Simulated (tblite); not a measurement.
C6H9N3.
SMILES with atom numbers: `[CH3:1][CH:2]([CH3:3])[c:4]1[cH:5][n:6][cH:7][n:8][n:9]1` (hydrogens: H10, H11, H12 on C1; H13 on C2; H14, H15, H16 on C3; H17 on C5; H18 on C7)

The geometry is computed with GFN2-xTB (gas phase).

**Question.** Give the optimised bond lengths and angles.

**Answer.** 
```json
{"bond": "C1–C2, C2–C3", "length (Å)": "1.530"}
{"bond": "C2–C4", "length (Å)": "1.500"}
{"bond": "C4–C5", "length (Å)": "1.402"}
{"bond": "C5–N6", "length (Å)": "1.317"}
{"bond": "N6–C7", "length (Å)": "1.330"}
{"bond": "C7–N8", "length (Å)": "1.316"}
{"bond": "N8–N9", "length (Å)": "1.301"}
{"bond": "C4–N9", "length (Å)": "1.327"}
{"bond": "C1–H10 and 5 like bonds", "length (Å)": "1.087"}
{"bond": "C2–H13", "length (Å)": "1.096"}
{"bond": "C5–H17", "length (Å)": "1.083"}
{"bond": "C7–H18", "length (Å)": "1.081"}
```

Bonds in one row agree within 0.01 Å and their mean is given. A selection of angles:
```json
{"angle": "C1–C2–C3", "degrees": "110.6"}
{"angle": "C1–C2–C4", "degrees": "109.3"}
{"angle": "C2–C4–C5", "degrees": "123.2"}
{"angle": "C2–C4–N9", "degrees": "117.7"}
{"angle": "C5–C4–N9", "degrees": "119.1"}
{"angle": "C4–C5–N6", "degrees": "120.8"}
{"angle": "C5–N6–C7", "degrees": "115.4"}
{"angle": "N6–C7–N8", "degrees": "125.6"}
{"angle": "C7–N8–N9", "degrees": "119.1"}
{"angle": "C4–N9–N8", "degrees": "120.1"}
```

Torsions: C1–C2–C4–C5 118° (anticlinal).

Of the pairs four or more bonds apart, N9···H15 is among the closest relative to their van der Waals radii: 2.63 Å, 96 % of the sum of Bondi's values. The C–C distances run from 1.402 Å (C4–C5, aromatic) to 1.530 Å (C1–C2, drawn single), a spread of 0.128 Å. N8 (pyridine-type nitrogen) is bent (angle 119.1°). The 6-membered ring C4–C5–N6–C7–N8–N9 has internal angles of 115.4° to 125.6° (sum 720°, against 720° for a flat polygon); it is planar, 0.00 Å rms from its mean plane, widest ring torsion 0°.

Its GFN2-xTB frequencies are all real (lowest 19 cm⁻¹). One conformer, not necessarily the lowest.

On an Intel Xeon 6975P-C with one thread, shared host with 32 logical CPUs at a one-minute load of 23, this took 0.27 s wall. That covers the optimisation of the geometry.
